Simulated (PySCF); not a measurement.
Sn(Br)3(OH), HBr3OSn, SMILES [OH][Sn]([Br])([Br])[Br] (B3LYP/def2-SVP optimised geometry):

```
6

O     -1.019     0.897     0.000
Sn    -0.501    -1.012     0.000
Br    -1.399    -2.158    -2.032
Br     1.982    -1.012     0.000
Br    -1.398    -2.157     2.034
H     -1.982     1.012     0.011
```

Level of theory: PySCF with B3LYP/def2-TZVP, def2 effective core potentials past Kr.

What are the frontier orbital energies and the dipole moment?

HOMO-2 -8.71 eV, HOMO-1 -8.67 eV, HOMO -8.57 eV, LUMO -3.76 eV, LUMO+1 -0.81 eV; dipole moment 1.20 D.
